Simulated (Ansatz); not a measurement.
Basis-set extrapolation for C$_{2}$H$_{6}$BFN (`CN(C)[B]F`) radical (PBE0-D4/def2-TZVP geometry, frozen core, Ansatz). Multiplicity 2, UHF reference.

```csv
,def2-TZVPP,def2-QZVPP
HF,-257.939646,-257.951794
MP2 correlation,-0.879771,-0.945870
CCSD(T) correlation,-0.948050,not run
```

Energies in hartree. Use E(X) = E(∞) + A·exp(−7.88·√X) for Hartree–Fock and E(X) = E(∞) + B·X^(−2.97) for correlation, with X = 3 and 4, and add CCSD(T) minus MP2 of the smaller set to the MP2 limit.

Question: What is the CCSD(T) energy at the basis-set limit?

Answer: HF limit: -257.951794 + (-0.012148) × 0.13774 = -257.95347. MP2 limit: -0.945870 + (-0.066099) × 0.74074 = -0.99483. Higher-order term: -0.948050 − (-0.879771) = -0.06828. Total: -259.01658 hartree, 338.4 kJ/mol below CCSD(T)/def2-TZVPP.
